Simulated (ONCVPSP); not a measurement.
osmium, ONCV: configuration errors across variants

Os (Z = 76), optimised norm-conserving Vanderbilt (ONCV), made with ONCVPSP 4.0.1 (LDA (Perdew-Zunger), fully relativistic). Core [Kr] 4d10, reference 4f14 5s2 5p6 5d6 6s1.5 (charge +0.5). Waves: 5s+6s: rc 1.85 bohr, ncon 5, nbas 8, qcut 8 1/bohr, 2 projectors; 5p: rc 1.65 bohr, ncon 4, nbas 7, qcut 7.9 1/bohr, 2 projectors, debl 1.4 Ha; 5d: rc 2.20 bohr, ncon 4, nbas 8, qcut 6.9 1/bohr, 3 projectors, debl 1.2 Ha; 4f: rc 1.05 bohr, ncon 4, nbas 8, qcut 19.2 1/bohr, 2 projectors, debl 4 Ha. Local part: polynomial inside 1.05 bohr (lpopt 4, dvloc0 3 Ha). Core correction: none.

Open shells are filled in proportion to 2j + 1.

In the p channel the program set the typed energies aside and used -1.895, 0.250 Ha (j = l + 1/2; the other j can differ).

All-electron excitation energies from the reference (eV): (1) 4f14 5s2 5p6 5d6 6s2 -4.048; (2) 4f14 5s2 5p6 5d6 6s1 5.821; (3) 4f14 5s2 5p6 5d6 6s0 23.106; (4) 4f14 5s2 5p6 5d5 6s2 6p1 2.045.

2 further variants failed, have other tests or another functional or relativity, and are left out.

Errors AE − PS in meV (a dash: test not solved or not reliable):

| change | (1) | (2) | (3) | (4) | bound ghosts | GHOST(+) flags above zero |
| --- | --- | --- | --- | --- | --- | --- |
| base | -0.1 | -0.2 | -2.4 | 0.0 | none | s |
| s: qcut 6.9; p: qcut 6.8; d: qcut 6; f: qcut 16.6 | -0.2 | -0.1 | -3.2 | +2.7 | none | d5/2 |
| local potential polynomial inside 1.05 bohr (lpopt 4, dvloc0 -2.5 Ha) | -0.2 | -0.2 | -2.4 | 0.0 | none | s |
| s: rc 2.34 | -0.3 | -0.4 | -5.7 | -0.9 | none | none |

(1) Give the same row for: core correction polynomial model core, fcfact 0.5.

Answers

(1) -0.2, -0.1, -2.7, -0.4; bound ghosts: none; GHOST(+) flags above zero: s.
